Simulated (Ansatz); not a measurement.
AgI (`[Ag][I]`), relaxed with RKS PBE0-D4/def2-TZVP in Ansatz from a PBE-D4/def2-SVP geometry. The force threshold is 0.005 eV/Å; the program also tests the step.

Total charge 0; spin multiplicity 1. Ag, I takes the def2 core potential.

Start:

```xyz
2

Ag    0.202    1.081   -0.680
I    -0.202   -1.081    0.680
```

(1) By how much does the energy fall, and how many steps does the optimiser take? (Best estimate.)

(2) Which bonds change most? (Best estimate.)

(3) Give the relaxed structure. (Best estimate.)

Results:

(1) Ansatz gave: 0.17 kJ/mol, in 2 steps.

(2) The calculation gave: Ag1–I2 from 2.586 to 2.565 Å.

(3) Computed: 
```xyz
2

Ag    0.200    1.072   -0.675
I    -0.200   -1.072    0.675
```
